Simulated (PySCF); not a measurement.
[Tl(H2O)4]3+ at several levels of theory

Computed with PySCF 2.14.0 (density fitting, no spin-orbit coupling) at the geometry relaxed with PBE0:

```xyz
13
[Tl(H2O)4]3+ (singlet)
Tl    0.0002    0.0000    0.0000
O     1.2750    1.2922    1.2237
H     2.0745    1.0060    1.7208
H     1.1836    2.2693    1.3053
O    -1.2744   -1.2240    1.2923
H    -1.1832   -1.3052    2.2692
H    -2.0756   -1.7195    1.0057
O     1.2750   -1.2922   -1.2237
H     1.1836   -2.2693   -1.3053
H     2.0745   -1.0060   -1.7208
O    -1.2744    1.2240   -1.2923
H    -2.0756    1.7195   -1.0057
H    -1.1832    1.3052   -2.2692
```

```json
{"level": "PBE0", "basis": "Tl def2-SVP with ECP60, O def2-SVP, H def2-SVP", "state": "singlet", "HOMO (eV)": "-24.99", "gap (eV)": "5.54", "charge on Tl1 (e)": "1.39", "dipole about the centre of mass (D)": "0.01", "largest force component (eV/Å)": "0.02"}
{"level": "r2SCAN", "basis": "the same", "state": "singlet", "HOMO (eV)": "-23.50", "gap (eV)": "3.23", "charge on Tl1 (e)": "1.37", "dipole about the centre of mass (D)": "0.01", "largest force component (eV/Å)": "0.13"}
```

Charges are Mulliken's, which hang on the basis. The relaxation used the grid (50, 194), these runs (75, 302) or, all-electron (x2c bases, spin-free X2C Hamiltonian), (99, 590).

What does BLYP with Tl def2-SVP with ECP60, O def2-SVP, H def2-SVP give here?

state singlet, HOMO (eV) -22.86, gap (eV) 2.64, charge on Tl1 (e) 1.19, dipole about the centre of mass (D) 0.01, largest force component (eV/Å) 0.56. Time: 13 s on 2 threads of Intel(R) Xeon(R) Platinum 8259CL CPU @ 2.50GHz (Skylake/Cascade Lake) (shared host), from an already converged density.

In the first row's basis the gap widens with exact exchange: 2.6 to 3.2 eV for BLYP, r2SCAN (none); 5.5 eV for PBE0 (a fixed share).

No frequency check is given that shows the relaxed geometry to be a minimum.
